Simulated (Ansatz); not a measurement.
Input file for Ansatz (a program for electronic structure): R-CCSD(T)/aug-cc-pVTZ on H2OSe (SMILES O[SeH]), atoms moved off the minimum. The run froze 15 orbitals, filled d shells among them.

Ansatz 0.2 input:
```yaml
crystal:
  periodic: [false, false, false]
  atoms:
    - {symbol: Se, position_ang: [-0.33380974, -0.04240905, 0.16925325]}
    - {symbol: H, position_ang: [-1.16331502, -0.44547779, -0.62577031]}
    - {symbol: O, position_ang: [1.02803368, 0.12026345, -1.02654928]}
    - {symbol: H, position_ang: [1.18456451, 1.00860274, -1.36943820]}
basis:
  gaussian:
    orbitals: aug-cc-pVTZ
magnetization: {spin_polarized: false}
correlation: {method: ccsd_t, electrons: outside_noble_gas}
scf: {lower_state_search: off}
output: {forces: true}
```

Output:

```
WARN ansatz: RAYON_NUM_THREADS=1 ignored (pool sized by the plan → 1); use --threads N
Functional definition: HF
these checks for a lower state are left out or cut short: starts, cluster_reference, orbital_swaps, neighbouring_geometries, increment
integrals: 0.36 GiB planned
900 factors; integrals over basis functions are off by at most 9.8e-4 eV
mean field: 0.39 GiB planned
mean field evaluation 1: about -67370.3012 eV, gradient 3.0e1 eV
mean field evaluation 2: about -67370.3476 eV, gradient 3.0e1 eV
mean field evaluation 4: about -67372.0207 eV, gradient 2.6e0 eV
mean field evaluation 8: about -67372.0451 eV, gradient 1.3e-1 eV
mean field -67372.04524163 eV, -2475.8769962176 hartree, gradient 2.1e-6 eV, S^2 0.000000; 0 other end points of the search recorded, 0 dependent functions left out
15 core orbitals not correlated
reference -67372.04524163 eV, -2475.8769962176 hartree; 7, 7 occupied and 129, 129 virtual orbitals, 900 factors
too little memory for Intel AMX tiles; the run may be slower
densities: 1.37 GiB planned
second order -11.27261592 eV of doubles, -0.00000000 eV of singles
coupled cluster: 0.81 GiB planned
cycle   1  -11.38876830 eV  change   -1.2e-1 eV  update   7.8e-2
cycle   2  -11.67637426 eV  change   -2.9e-1 eV  update   2.5e-2
cycle   3  -11.74881058 eV  change   -7.2e-2 eV  update   1.2e-2
cycle   4  -11.74045406 eV  change    8.4e-3 eV  update   3.1e-3
cycle   5  -11.74036801 eV  change    8.6e-5 eV  update   1.6e-3
cycle   6  -11.74095198 eV  change   -5.8e-4 eV  update   6.3e-4
cycle   7  -11.74071522 eV  change    2.4e-4 eV  update   3.5e-4
cycle   8  -11.74072537 eV  change   -1.0e-5 eV  update   1.5e-4
cycle   9  -11.74079000 eV  change   -6.5e-5 eV  update   7.1e-5
cycle  10  -11.74075864 eV  change    3.1e-5 eV  update   3.3e-5
cycle  11  -11.74076005 eV  change   -1.4e-6 eV  update   1.4e-5
cycle  12  -11.74076921 eV  change   -9.2e-6 eV  update   5.2e-6
cycle  13  -11.74077065 eV  change   -1.4e-6 eV  update   2.0e-6
perturbative correction -0.46913557 eV, -0.0172404142 hartree
the calculation of the forces begins
mean field evaluation 16: about -67372.0452 eV, gradient 2.1e-6 eV
Total energy: -67384.25514786 eV, -2476.3257019951 hartree
Atom 0 at    -0.333810    -0.042409     0.169253 Å, force     7.413459     3.901013     6.898846 eV/Å
Atom 1 at    -1.163315    -0.445478    -0.625770 Å, force    -7.174245    -3.487210    -7.082203 eV/Å
Atom 2 at     1.028034     0.120263    -1.026549 Å, force     0.328569    -0.537038    -0.199991 eV/Å
Atom 3 at     1.184565     1.008603    -1.369438 Å, force    -0.567784     0.123235     0.383348 eV/Å
Dipole moment:    -0.189254     0.207338    -0.084501 e Å
Checks for a lower state left out: starts, cluster_reference, orbital_swaps, neighbouring_geometries, increment
```

Self-consistency was reached.

Cost: around 80 core-seconds (rough).
